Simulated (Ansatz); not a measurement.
Abridged output of a molecular run in Ansatz:

```
Functional definition: HF
1039 factors; integrals over basis functions are off by at most 1.1e-3 eV
mean field evaluation 1: about -21152.2245 eV, gradient 3.6e1 eV
mean field evaluation 2: about -21152.3293 eV, gradient 3.6e1 eV
mean field evaluation 4: about -21157.6398 eV, gradient 2.6e0 eV
mean field evaluation 8: about -21157.7553 eV, gradient 1.6e-1 eV
mean field evaluation 16: about -21157.7561 eV, gradient 2.2e-6 eV
mean field -21157.75605838 eV, -777.5331939034 hartree, gradient 2.6e-6 eV, S^2 0.758823; 0 other end points of the search recorded, 0 dependent functions left out
12 core orbitals not correlated: weight in the atoms' cores, before any rotation towards them, 1.000 or more for the frozen orbitals, at most 0.000 for the correlated occupied ones
reference -21157.75605838 eV, -777.5331939034 hartree; 21, 20 occupied and 68, 69 virtual orbitals, 1039 factors
second order -20.40087093 eV of doubles, -0.00000000 eV of singles
cycle   1  -20.39546418 eV  change    5.4e-3 eV  update   1.3e-1
cycle   2  -20.94903544 eV  change   -5.5e-1 eV  update   4.2e-2
cycle   3  -21.13052584 eV  change   -1.8e-1 eV  update   2.5e-2
cycle   4  -21.13054396 eV  change   -1.8e-5 eV  update   7.4e-3
cycle   5  -21.12384596 eV  change    6.7e-3 eV  update   4.0e-3
cycle   6  -21.12458842 eV  change   -7.4e-4 eV  update   1.8e-3
cycle   7  -21.12513590 eV  change   -5.5e-4 eV  update   8.4e-4
cycle   8  -21.12520538 eV  change   -6.9e-5 eV  update   3.5e-4
cycle   9  -21.12534282 eV  change   -1.4e-4 eV  update   1.5e-4
cycle  10  -21.12533704 eV  change    5.8e-6 eV  update   7.7e-5
cycle  11  -21.12530439 eV  change    3.3e-5 eV  update   3.8e-5
perturbative correction -0.43784375 eV, -0.0160904609 hartree
Total energy: -21179.31920652 eV, -778.3256249813 hartree
Checks for a lower state left out: cluster_reference
```

Its atoms:

```xyz
8

F    -1.796   -1.864    1.306
Sn   -1.873   -0.220    0.325
F    -3.050   -0.592   -1.133
O    -0.127   -0.001   -0.499
Si    1.371    0.548   -0.087
H     1.639    0.320    1.359
H     1.478    2.004   -0.364
H     2.358   -0.195   -0.906
```

Q: Which basis set was used?
A. def2-SVP
B. cc-pV(Q+d)Z
C. cc-pV(T+d)Z
D. def2-QZVPP

A: A. It gives 101 functions.

Q: Write the keys of the input that set method, charge and spin (a neutral closed shell needs none for the last two).

A: 
```yaml
magnetization: {spin_polarized: true, initial_magnetization: 1}
correlation: {method: ccsd_t}
scf: {omitted_lower_state_checks: [cluster_reference]}
```
